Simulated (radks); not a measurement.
Results of a calculation; reference values are marked as such.
Problem. Species: the lanthanum ion La45+. Configuration: [Ne] 3s2. Level of theory: Dirac Kohn-Sham, PBE, spin-unpolarised, spherical densities, point nucleus (a radial shooting solver on a logarithmic mesh with Libxc functionals). Some entries of the table are withheld. Estimate them.

orbital,occ.,eigenvalue (eV),<r^2> (bohr^2)
1s1/2,2,-41788.94,0.0008523
2s1/2,2,-9049.256,0.01307
2p1/2,2,(1),(2)
2p3/2,4,(3),(4)
3s1/2,2,-3674.997,0.07310

Solution. 
(1) 2p1/2 eigenvalue (eV): -8743.188
(2) 2p1/2 <r^2> (bohr^2): 0.009550
(3) 2p3/2 eigenvalue (eV): -8314.677
(4) 2p3/2 <r^2> (bohr^2): 0.01072
